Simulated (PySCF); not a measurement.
These 3 structures share the formula C6H11ClOSi. Method used: PBE0-D3(BJ)/def2-SVP geometry optimisation, gas phase in PySCF 2.14.0. Energies are electronic, without zero-point or thermal terms, for one conformer each. No frequencies were run at this level. Point groups hold within 0.08 Å.

**Question.** Rank from lowest to highest electronic energy at this level (kcal/mol).
A. `[CH3:1][C@:2]1([C:3](=[O:4])[Cl:5])[CH2:6][C@H:7]([SiH3:8])[CH2:9]1` with C1–C2–C3–O4 117°
B. `[CH2:1]=[CH:2][CH2:3][C@@H:4]1[SiH2:5][O:6][CH2:7][C@H:8]1[Cl:9]` with C1–C2–C3–C4 114°, C2–C3–C4–Si5 -63°, C3–C4–Si5–O6 -145°, C4–Si5–O6–C7 -3°, Si5–O6–C7–C8 27°, O6–C7–C8–Cl9 -168°
C. `[CH2:1]=[CH:2][CH2:3][C@@H:4]1[SiH2:5][O:6][CH2:7][C@@H:8]1[Cl:9]` with C1–C2–C3–C4 -117°, C2–C3–C4–Si5 -57°, C3–C4–Si5–O6 -153°, C4–Si5–O6–C7 1°, Si5–O6–C7–C8 23°, O6–C7–C8–Cl9 77°

**Answer.** B (0.0), C (1.0), A (13.8).

As drawn, the lowest has an Si–O bond and a C=C bond outside aromatic rings, which the highest lacks; the highest has a four-membered ring, a C=O bond and a quaternary carbon, which the lowest lacks. Neighbours under 2.5 kcal/mol apart (C=CC[C@@H]1[SiH2]OC[C@H]1Cl and C=CC[C@@H]1[SiH2]OC[C@@H]1Cl) can change places with a better method, another conformer or zero-point energy. C=CC[C@@H]1[SiH2]OC[C@H]1Cl and C=CC[C@@H]1[SiH2]OC[C@@H]1Cl are stereoisomers, 1.0 kcal/mol apart in the conformers taken.

| SMILES | E (Eh) | E rel (kcal/mol) | dipole (D) | point group | A, B, C (MHz) |
| --- | --- | --- | --- | --- | --- |
| C=CC[C@@H]1[SiH2]OC[C@H]1Cl | -1059.10615 | 0.0 | 1.23 | C1 | 1492, 864.7, 573.2 |
| C=CC[C@@H]1[SiH2]OC[C@@H]1Cl | -1059.10454 | 1.0 | 2.28 | C1 | 1729, 810.0, 644.2 |
| C[C@]1(C(=O)Cl)C[C@H]([SiH3])C1 | -1059.08422 | 13.8 | 2.05 | C1 | 2511, 600.8, 574.5 |

**Question.** How do the relative energies change in single points at PBE0/pcSseg-1 (no added dispersion term) on the same geometries?

**Answer.** 
```
                         SMILES  PBE0-D3(BJ)/def2-SVP (kcal/mol)  PBE0/pcSseg-1 (kcal/mol)  shift
    C=CC[C@@H]1[SiH2]OC[C@H]1Cl                              0.0                       0.0    0.0
   C=CC[C@@H]1[SiH2]OC[C@@H]1Cl                              1.0                       1.9   +0.9
C[C@]1(C(=O)Cl)C[C@H]([SiH3])C1                             13.8                      15.7   +1.9
```

Each column counts from its own lowest isomer. The order is unchanged; the largest shift is 1.9 kcal/mol.
